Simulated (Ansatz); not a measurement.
A run for Ansatz (a first-principles code): U-PBE/aug-cc-pV(T+d)Z on BeClH (SMILES [BeH][Cl]), a point of a bond scan (R = 3.612 Å). Files ending in .json are basis or fitting sets from the Basis Set Exchange.

Ansatz 0.2 input:
```yaml
crystal:
  periodic: [false, false, false]
  atoms:
    - {symbol: Be, position_ang: [-0.00000000, -0.00000000, -1.33527396]}
    - {symbol: H, position_ang: [-0.00000000, -0.00000000, -2.65794482]}
    - {symbol: Cl, position_ang: [0.00000000, 0.00000000, 2.27633756]}
basis:
  gaussian:
    orbitals: aug-cc-pV_T+d_Z.json
hamiltonian:
  xc: {name: PBE}
magnetization: {spin_polarized: true, initial_magnetization: 0}
```

The log:

```
WARN ansatz: RAYON_NUM_THREADS=1 ignored (pool sized by the plan → 1); use --threads N
Functional definition: PBE
integrals: 0.03 GiB planned
628 factors; their error is unknown
mean field: 0.36 GiB planned
mean field evaluation 1: about -12927.5841 eV, gradient 2.1e1 eV
mean field evaluation 2: about -12706.2746 eV, gradient 9.7e1 eV
mean field evaluation 4: about -12921.6969 eV, gradient 3.1e1 eV
mean field evaluation 8: about -12930.9257 eV, gradient 1.1e1 eV
mean field evaluation 16: about -12931.7417 eV, gradient 8.2e-1 eV
mean field evaluation 32: about -12925.7794 eV, gradient 1.9e1 eV
mean field evaluation 64: about -12926.7150 eV, gradient 8.7e0 eV
mean field -12931.74847147 eV, -475.2329908726 hartree, gradient 2.9e-5 eV, S^2 0.190424; 11 other end points of the search recorded, 0 dependent functions left out
reference -12931.74852159 eV, -475.2329927146 hartree; 11, 11 occupied and 113, 113 virtual orbitals, 628 factors
Total energy: -12931.74852159 eV, -475.2329927146 hartree
```

The calculation finished and met its thresholds. Its determinant has ⟨S²⟩ = 0.19, a mixture of spin states.

Cost: around 9 core-seconds (rough).
